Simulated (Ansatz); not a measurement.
Start from `BC(O)O` and change one atom or group to get `BC(O)[SiH2]C`.

Ansatz, PBE0-D4/def2-TZVP geometries, multiplicity 1. Each molecule was computed in one conformer, which needn't be the lowest. `BC(O)O` holds a close contact that its SMILES doesn't draw: O···B 1.66 Å.

| property | `BC(O)O` |
| --- | --- |
| HOMO–LUMO gap (B3LYP/def2-TZVPP) / eV | 7.80 |
| HOMO–LUMO gap (PBE0/def2-TZVPP) / eV | 8.37 |
| HOMO energy (PBE/def2-TZVPP) / eV | -6.78 |
| size of the dipole moment (ωB97M-V/def2-TZVPP) / D | 4.04 |
| size of the dipole moment (PBE/def2-TZVPP) / D | 4.01 |
| size of the dipole moment (B3LYP/def2-TZVPP) / D | 4.01 |

Q: What does the change do to each property? (Best estimate.)

A: Computed: 
```tsv
property	`BC(O)[SiH2]C`	shift
HOMO–LUMO gap (B3LYP/def2-TZVPP) / eV	5.84	-1.96
HOMO–LUMO gap (PBE0/def2-TZVPP) / eV	6.27	-2.10
HOMO energy (PBE/def2-TZVPP) / eV	-6.14	0.64
size of the dipole moment (ωB97M-V/def2-TZVPP) / D	1.75	-2.29
size of the dipole moment (PBE/def2-TZVPP) / D	1.81	-2.20
size of the dipole moment (B3LYP/def2-TZVPP) / D	1.76	-2.25
```

With PBE0 the HOMO rises by 0.71 eV and the LUMO falls by 1.37 eV, so the gap narrows by about 2.08 eV. PBE moves the HOMO by 0.64 eV and ωB97M-V by 0.82 eV. Dipoles are sizes alone; their direction can turn.

B3LYP here is the variant with VWN-RPA as its local correlation; programs differ in this.
